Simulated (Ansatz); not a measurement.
One change: `[F][SbH][AlH2]` becomes `[F][SbH][SbH2]`.

Ansatz, PBE0-D4/def2-TZVP geometries, multiplicity 1. 

Elements past krypton have def2 core potentials.

```csv
property,`[F][SbH][AlH2]`
size of the dipole moment (PBE/def2-TZVPP) / D,2.22
HOMO energy (ωB97M-V/def2-TZVPP) / eV,-8.83
size of the dipole moment (B3LYP/def2-TZVPP) / D,2.45
HOMO–LUMO gap (ωB97M-V/def2-TZVPP) / eV,8.39
HOMO energy (PBE0/def2-TZVPP) / eV,-6.90
HOMO energy (B3LYP/def2-TZVPP) / eV,-6.71
```

What does the change do to each property? (An estimate is asked.)

The calculation gave: 
```csv
property,`[F][SbH][SbH2]`,shift
size of the dipole moment (PBE/def2-TZVPP) / D,2.37,0.15
HOMO energy (ωB97M-V/def2-TZVPP) / eV,-8.79,0.04
size of the dipole moment (B3LYP/def2-TZVPP) / D,2.64,0.19
HOMO–LUMO gap (ωB97M-V/def2-TZVPP) / eV,8.97,0.58
HOMO energy (PBE0/def2-TZVPP) / eV,-6.92,-0.02
HOMO energy (B3LYP/def2-TZVPP) / eV,-6.73,-0.02
```

Dipoles are sizes alone; their direction can turn.

B3LYP here is the variant with VWN-RPA as its local correlation; programs differ in this.

Spin–orbit coupling is left out; it splits and shifts lone-pair levels of the heavy atoms by tenths of an eV.
